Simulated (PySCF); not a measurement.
## Bond curve of AlCd⁺

Set-up: PySCF, scalar-relativistic core potentials, basis sets Al def2-SVPD, Cd def2-SVPD with ECP28. Energies in eV from Al⁺ + Cd in their ground configurations at the same level. State: ¹Σ⁺ (singlet), closed shell.

| R (Å) | RHF-MP2 | PBE | BP86 | RHF-SCS-MP2 |
| --- | --- | --- | --- | --- |
| 2.617 | -0.3398 | -0.6059 | -0.5392 | -0.2703 |
| 2.739 | -0.4762 | -0.7333 | -0.6660 | -0.4158 |
| 2.860 | -0.5521 | -0.8013 | -0.7343 | -0.4994 |
| 2.952 | -0.5806 | -0.8243 | -0.7581 | -0.5331 |
| 3.043 | -0.5916 | -0.8296 | -0.7645 | -0.5486 |
| 3.134 | -0.5895 | -0.8217 | -0.7579 | -0.5507 |
| 3.256 | -0.5724 | -0.7965 | -0.7347 | -0.5386 |
| 3.408 | -0.5363 | -0.7497 | -0.6909 | -0.5080 |
| 3.591 | -0.4816 | -0.6822 | -0.6269 | -0.4588 |
| 3.834 | -0.4028 | -0.5872 | -0.5364 | -0.3859 |

Q: Put a parabola through the three lowest points of the RHF-MP2 curve and estimate Re, k and ωe (reduced mass 21.81 u; 1 eV/Å² = 0.16022 mdyn/Å; ωe = 1302.8·√(k/μ) cm⁻¹).

A: Through R = 2.952, 3.043, 3.134 Å the second-order coefficient is 0.791 eV/Å², so Re ≈ 3.074 Å, k ≈ 0.253 mdyn/Å and ωe ≈ 140 cm⁻¹. A polynomial fit of higher order to the unrounded RHF-MP2 energies gives Re = 3.071 Å, k = 0.227 mdyn/Å, ωe = 133 cm⁻¹; anharmonicity and rounding make the difference.

The higher-order fit for each curve: RHF-MP2: Re = 3.071 Å, ωe = 133 cm⁻¹, De = 0.59 eV; PBE: Re = 3.030 Å, ωe = 143 cm⁻¹, De = 0.83 eV; BP86: Re = 3.038 Å, ωe = 140 cm⁻¹, De = 0.76 eV; RHF-SCS-MP2: Re = 3.105 Å, ωe = 128 cm⁻¹, De = 0.55 eV.

Correlated steps freeze 5 core orbitals. Closed-shell solutions of metal pairs were not tested for spin polarisation, which can lower them a little. Correlated levels converge slowly with the basis: in double zeta they bind strong bonds too weakly, by up to about 1 eV, and carry superposition errors of some tenths. For an ion De counts to the pair picked by the measured ionisation energies or electron affinities, which need not be the lowest pair at this level.
